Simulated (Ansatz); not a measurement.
Geometry optimisation, RKS B3LYP/def2-SVP in Ansatz.

input.yaml

```yaml
crystal:
  periodic: [false, false, false]
  atoms:
    - { symbol: F, position_ang: [1.5834, -2.0972, -0.7919] }
    - { symbol: Ga, position_ang: [0.6227, -1.7173, 0.6317] }
    - { symbol: C, position_ang: [0.1171, 0.6668, 1.3033] }
    - { symbol: C, position_ang: [-0.7362, 0.3801, 0.1707] }
    - { symbol: C, position_ang: [-0.0449, -0.007, -1.1074] }
    - { symbol: H, position_ang: [0.7786, -0.2067, 1.5407] }
    - { symbol: H, position_ang: [0.8218, 1.5387, 1.0783] }
    - { symbol: H, position_ang: [-1.4297, -0.4593, 0.4585] }
    - { symbol: H, position_ang: [-1.4384, 1.2795, 0.0246] }
    - { symbol: H, position_ang: [-0.35484, -1.04266, -1.33766] }
    - { symbol: H, position_ang: [1.03538, 0.08456, -1.00751] }
basis:
  gaussian: { orbitals: def2-SVP }
hamiltonian:
  xc: b3lyp
relax:
  f_tol: 0.015
  max_steps: 40
```

Command:

```bash
$ ansatz run input.yaml --threads 2 --pin off --max-ram 3072MiB --backend cpu --events-out ev --progress --plain --runs-dir out
```

Task: Where does it end, and by what steps?

Result: The forces met the threshold. After 37 steps the energy has fallen by 6.064 eV; Ga2 moved furthest, 2.51 Å. Joined: C3–C5 (2.51 → 1.51 Å).

```tsv
step	energy less start (eV)	largest force component (eV/Å)	accepted
0	0.0000	5.106	yes
2	-2.5628	1.301	yes
4	-4.3480	3.317	yes
6	-5.7493	0.893	yes
8	-5.9151	0.525	yes
10	-5.9684	0.574	yes
12	-6.0037	0.334	yes
14	-6.0144	0.204	yes
16	-6.0210	0.050	yes
18	-6.0221	0.102	yes
20	-6.0229	0.277	no
22	-6.0253	0.154	yes
24	-6.0279	0.074	yes
26	-6.0315	0.193	yes
28	-6.0413	0.164	yes
30	-6.0525	0.168	yes
32	-6.0602	0.136	yes
34	-6.0637	0.069	yes
36	-6.0643	0.015	yes
37	-6.0643	0.009	yes
```

```xyz
11
Properties=species:S:1:pos:R:3
F 0.727 -2.435 0.361
Ga 1.241 -4.151 0.544
C 0.336 0.774 0.719
C -0.951 0.333 0.072
C 0.273 0.575 -0.773
H 0.885 0.028 1.299
H 0.401 1.796 1.106
H -1.253 -0.706 0.223
H -1.776 1.049 0.012
H 0.779 -0.303 -1.182
H 0.294 1.460 -1.418
```

Whether the end is a true minimum wasn't checked by a vibrational analysis.

Time of the run: 2.1 min on 2 threads of Arm Neoverse V2, on a shared host, peak memory 0.3 GiB.
